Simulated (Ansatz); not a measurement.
CH7NSeSi, SMILES `N[SiH2]C[SeH]`, relaxed with RKS PBE-D4/def2-SVP in Ansatz from a rough embedded geometry. The force threshold is 0.03 eV/Å; the program also tests the step.

Total charge 0; spin multiplicity 1.

Start:

```xyz
11

N    -0.441    0.454   -1.695
Si   -0.605    0.595    0.024
C     0.977    0.062    0.800
Se    1.421   -1.816    0.465
H    -0.374   -0.562   -1.986
H    -1.371    0.796   -2.162
H    -1.671   -0.263    0.509
H    -0.842    1.989    0.393
H     1.840    0.728    0.430
H     0.937    0.237    1.932
H     0.128   -2.220    1.291
```

| step | energy (eV) | largest force (eV/Å) | largest move (Å) |
| --- | --- | --- | --- |
| 1 | -75838.9262 | 2.581 | 0.000 |
| 2 | -75839.2866 | 0.964 | 0.189 |
| 3 | -75839.3446 | 0.307 | 0.088 |
| 4 | -75839.3602 | 0.259 | 0.041 |
| 5 | -75839.3699 | 0.168 | 0.068 |
| 6 | -75839.3721 | 0.068 | 0.016 |
| 7 | -75839.3726 | 0.024 | 0.007 |

End:

```xyz
11

N    -0.498    0.396   -1.651
Si   -0.670    0.618    0.070
C     0.977    0.099    0.847
Se    1.365   -1.802    0.434
H    -0.215   -0.545   -1.947
H    -1.235    0.748   -2.268
H    -1.746   -0.186    0.776
H    -0.967    2.077    0.311
H     1.809    0.660    0.374
H     1.034    0.255    1.942
H     0.147   -2.321    1.113
```

Hardware: 4 threads of an Arm Neoverse V1 on a shared host. Wall time 11 s, peak host memory 0.17 GiB.
